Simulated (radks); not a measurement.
Eu+, 62 electrons, occupied as [Xe] 4f7 6s0.5 6p0.5 (fractional occupations, a model configuration). Calculated with a radial shooting solver on a logarithmic mesh with Libxc functionals: Dirac Kohn-Sham, PBE, spin-unpolarised, spherical densities, point nucleus; open shells are shared between the two j in proportion to 2j + 1. Some entries of the table are withheld. Estimate them.

orbital      occ.  eigenvalue (Ry)  <1/r> (bohr^-1)
1s1/2           2              (1)            70.25
2s1/2           2        -583.4240            16.73
2p1/2           2              (2)            16.70
2p3/2           4              (3)            14.82
3s1/2           2        -128.7698            6.088
3p1/2           2        -115.8470            6.002
3p3/2           4        -106.1370            5.528
3d3/2           4        -83.79501              (4)
3d5/2           6        -81.68241              (5)
4s1/2           2        -25.96294            2.539
4p1/2           2        -20.97258            2.432
4p3/2           4        -18.83077            2.271
4d3/2           4        -10.62166            2.051
4d5/2           6        -10.23748            2.011
5s1/2           2         -3.78351           0.9632
5p1/2           2              (6)           0.8446
5p3/2           4              (7)           0.7877
4f5/2           3              (8)            1.422
4f7/2           4              (9)            1.402
6s1/2         0.5         -0.65325           0.3273
6p1/2    0.166667         -0.43478           0.2614
6p3/2    0.333333         -0.41007           0.2488

Answer. 
(1) 1s1/2 eigenvalue (Ry): -3552.102
(2) 2p1/2 eigenvalue (Ry): -553.4775
(3) 2p3/2 eigenvalue (Ry): -505.8459
(4) 3d3/2 <1/r> (bohr^-1): 5.404
(5) 3d5/2 <1/r> (bohr^-1): 5.285
(6) 5p1/2 eigenvalue (Ry): -2.44780
(7) 5p3/2 eigenvalue (Ry): -2.16787
(8) 4f5/2 eigenvalue (Ry): -0.72463
(9) 4f7/2 eigenvalue (Ry): -0.67920
